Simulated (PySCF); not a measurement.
An unknown shows these calculated signals:

¹H NMR (300 MHz, computed): δ 6.82 (d, 1H), 5.96 (d, 1H), 3.96 (q, 2H), 2.35 (br s, 2H), 1.33 (t, 3H).

¹³C{¹H} NMR (computed): δ 147.5 (CH), 135.6 (CH), 60.9 (CH2), 20.4 (CH3).

Fast rotation and ring inversion assumed for equivalent nuclei, no solvent model, no relativistic terms, one computed conformer. GIAO PBE0/pcSseg-1 shieldings; geometry from GFN2-xTB; PySCF.

δ = σ(ref) − σ, references computed at the same level: ¹H (σ = 31.72 ppm) and ¹³C (σ = 186.93 ppm) against TMS.

Which of these does the molecule contain: a Si–CH3 group, a CH3CH2 unit, an NH or NH2 group, a vinyl group CH=CH2, an OH group, a non-aromatic C=C double bond?

Answers


- A Si–CH3 group: no.
- A CH3CH2 unit: yes (δC 20.4, 60.9; δH 1.33 (t), 3.96 (q)).
- An NH or NH2 group: no.
- A vinyl group CH=CH2: no.
- An OH group: yes (δH 2.35 (br s)).
- A non-aromatic C=C double bond: yes.

The data belong to SMILES C(=C/[Si](OCC)(O)O)/Cl, C4H9ClO3Si; they needn't prove each group on their own.

Carbon signals by region: 2 in the sp2 and nitrile region (100–160 ppm), 1 at 50–100 ppm, 1 below 50 ppm.

OH and NH positions are those of a molecule without intermolecular hydrogen bonds; in solution they move with solvent, concentration and temperature, and exchange usually removes their couplings. Carbons that carry Cl, above all several Cl atoms, come out too deshielded, partly because spin–orbit coupling is missing. Shifts are as computed. Against solution values, carbons near 30 ppm lie about +3 ppm off and those near 130 ppm about +5 ppm; carbons on Cl a further +6 ppm. Of 1211 compounds with measured shifts, 218 miss one by over three times the rms of a fit or turn the order of signals round; such compounds aren't used in these exercises. Multiplicities follow the n + 1 count of equivalent neighbours, as no J values were calculated; m marks all less simple cases, F and P coupling included.
